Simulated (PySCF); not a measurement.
Mapped SMILES: `[CH3:1][B:2]([CH3:3])[B:4]1[CH:5]=[CH:6][BH:7][CH:8]=[CH:9]1`. Each H is labelled by its parent atom.

Theoretical values (PySCF 2.14.0 with density-fitted response routines): coordinates at the PBE0-D3(BJ)/def2-SVP level, σ from GIAO-PBE0/pcSseg-1. No relativistic terms, no solvent, equivalent nuclei averaged, single conformer.

Task: Predict the 2D correlation tables (HSQC, COSY, HMBC).

Result: 

HSQC (one-bond C–H):
```
                δH             δC
7.97 (H(C5)/H(C9))  177.9 (C5/C9)
7.02 (H(C6)/H(C8))  151.8 (C6/C8)
1.14 (H(C1)/H(C3))   17.2 (C1/C3)
```

COSY cross peaks (H two or three bonds apart, from the bond graph; peaks can be absent where the dihedral angle is near 90°):
```
                δH                  δH
7.97 (H(C5)/H(C9))  7.02 (H(C6)/H(C8))
7.02 (H(C6)/H(C8))        6.00 (H(B7))
```

HMBC (two and three bonds, from the bond graph):
```
                δH                            δC
7.97 (H(C5)/H(C9))  177.9 (C5/C9), 151.8 (C6/C8)
7.02 (H(C6)/H(C8))  177.9 (C5/C9), 151.8 (C6/C8)
      6.00 (H(B7))  177.9 (C5/C9), 151.8 (C6/C8)
1.14 (H(C1)/H(C3))                  17.2 (C1/C3)
```

δ = σ(ref) − σ, references computed at the same level: ¹H (σ = 31.27 ppm), ¹³C (σ = 184.41 ppm) against TMS.

Hydrogens on boron are broadened and split by ¹¹B (spin 3/2, 80 %) and 10B (spin 3). A carbon bonded to boron is broadened by the quadrupolar boron nucleus and is often missing from a measured spectrum. Shifts are as computed. Against solution values, carbons near 30 ppm lie about +2 ppm off and those near 130 ppm about +5 ppm. Of 1309 compounds with measured shifts, 239 miss one by over three times the rms of a fit or turn the order of signals round; such compounds aren't used in these exercises.
